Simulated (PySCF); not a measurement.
SMILES OB(O)C#C[Si](O)(O)O (C2H5BO5Si), PBE0/def2-SVP optimised geometry.

```
14

Si    -1.05    -2.58     0.02
O     -0.74    -3.43    -1.35
O     -0.60    -3.46     1.33
O     -2.66    -2.27     0.10
C     -0.10    -1.00     0.00
C      0.54     0.05     0.00
B      1.34     1.37     0.00
O      0.72     2.58     0.00
O      2.70     1.37     0.00
H      0.18    -3.64    -1.54
H     -0.69    -3.06     2.20
H     -3.06    -1.83    -0.65
H     -0.24     2.49     0.00
H      3.06     0.49     0.00
```

Density from PBE0/def2-TZVP (PySCF) at that geometry.

Minimum of the electron density along straight lines between bonded atoms, close to the bond critical point (lines longer than 1.1 times the sum of covalent radii, or with two minima, are not listed):

```tsv
bond	length / Å	ρ at the minimum / e bohr⁻³	∇²ρ there / e bohr⁻⁵	position (fraction from the first atom)
Si1–O2	1.643	0.142	0.81	0.41
Si1–O3	1.643	0.142	0.82	0.41
Si1–O4	1.643	0.142	0.81	0.41
Si1–C5	1.841	___	0.30	0.39
C5–C6	1.225	0.412	___	0.49
C6–B7	1.552	0.176	___	0.68
B7–O8	1.355	0.215	0.93	0.33
B7–O9	1.355	0.215	0.93	0.33
O2–H10	0.961	0.354	-2.43	0.81
O3–H11	0.961	0.354	-2.43	0.81
O4–H12	0.961	0.354	-2.43	0.81
O8–H13	0.961	0.360	-2.49	0.81
O9–H14	0.961	0.360	-2.49	0.81
```

Q: What belongs in the gaps?

A: 
- Si1–C5, ρ at the minimum / e bohr⁻³: 0.120
- C5–C6, ∇²ρ there / e bohr⁻⁵: -1.26
- C6–B7, ∇²ρ there / e bohr⁻⁵: -0.01
